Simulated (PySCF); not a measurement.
How methods differ on the ionisation energy of Ti

Ti [Ar] 3d2 4s2 (3F) → Ti⁺ [Ar] 3d2 4s1 (4F), as a difference of total energies. Calculation: PySCF 2.14, in aug-cc-pVDZ-DK (7s6p4d2f, 59 functions); scalar relativity by spin-free X2C-1e. Correlated levels: valence: [Ar] frozen. The calculations carry no spin-orbit coupling.

```
           method  ionisation energy (eV)
              UHF                   5.563
    MP2 (valence)                   6.313
SCS-MP2 (valence)                   6.467
   CCSD (valence)                   6.591
CCSD(T) (valence)                   6.627
```

Errors of the correlated levels include the incompleteness of this basis and the frozen core.

Problem. Which method comes closest to the reference value, and which is furthest?

Solution. The reference is 6.828 eV (measured; NIST levels, between the centres of gravity of the two terms). Closest: CCSD(T) (valence) (error -0.201 eV); furthest: UHF (error -1.265 eV).
